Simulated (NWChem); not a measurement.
Species: GaH2F; SMILES [GaH2][F]

Computed with NWChem. The geometry was optimised at B3LYP/6-31G* (spherical d). B3LYP is NWChem's, with the RPA form of VWN correlation. Ions are spin-unrestricted doublets at the neutral geometry; other ion states weren't tried.

Task: Estimate the computed values for B3LYP/def2-SVP. Quantities: vertical ionisation energy, ΔSCF (eV); −ε(HOMO) (eV).

Result: 
| Item | Result |
|---|---|
| vertical ionisation energy, ΔSCF (eV) | 11.45 |
| −ε(HOMO) (eV) | 8.62 |
